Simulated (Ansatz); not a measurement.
Pulling on the Sn1–H2 bond in H3NSn (SMILES [NH2][SnH]) (multiplicity 1 held, fragments rigid). Energies count from the point at 1.789 Å.
Geometry at that point (charge 0, multiplicity 1):
```xyz
5

Sn    -0.1193     0.1766     0.2440
H     -0.5727     1.3686    -1.0102
N      0.6764    -1.0557    -1.1574
H      0.7003    -0.8664    -2.1480
H      1.1017    -1.9447    -0.9411
```

Signs of static correlation in def2-TZVPP, with CASSCF(2,2), from Ansatz (an electronic-structure program) runs.

```
R (Å)  T1 of restricted CCSD  ⟨S²⟩ of UHF  largest double amplitude of restricted CCSD  weight of the CASSCF reference in MRCISD  CASSCF natural occupations
-----  ---------------------  -----------  -------------------------------------------  ----------------------------------------  --------------------------
1.431                  0.018        0.000                                        0.069                                     0.904                   1.98 0.02
1.610                  0.018        0.000                                        0.065                                     0.904                   1.98 0.02
1.789                  0.018        0.000                                        0.059                                     0.903                   1.97 0.03
1.968                  0.019        0.000                                        0.051                                     0.903                   1.96 0.04
2.146                  0.020        0.000                                        0.055                                     0.903                   1.94 0.06
2.415                  0.023   (withheld)                                        0.108                                     0.903                   1.90 0.10
2.683                  0.029        0.568                                   (withheld)                                     0.904                   1.85 0.15
3.130                  0.048        0.862                                        0.309                                     0.904                   1.70 0.30
3.577                  0.076        0.964                                        0.477                                     0.904                   1.50 0.50
4.114                  0.114        1.003                                        0.718                                     0.905                   1.29 0.71
4.829                  0.148        1.016                                        0.988                                     0.905                   1.13 0.87
5.724                  0.161        1.019                                        1.146                                     0.905                   1.04 0.96
```

What belongs in the gaps?


- 2.415, ⟨S²⟩ of UHF: 0.155
- 2.683, largest double amplitude of restricted CCSD: 0.180

Doubts at one or more of the structures used: a restricted determinant that unrestricted orbitals would lower (R-CCSD(T)/def2-TZVPP); other coupled-cluster roots lie near (R-CCSD(T)/def2-TZVPP); T1 above 0.05 (R-CCSD(T)/def2-TZVPP, U-CCSD(T)/def2-TZVPP); a spin-contaminated determinant (U-CCSD(T)/def2-TZVPP).
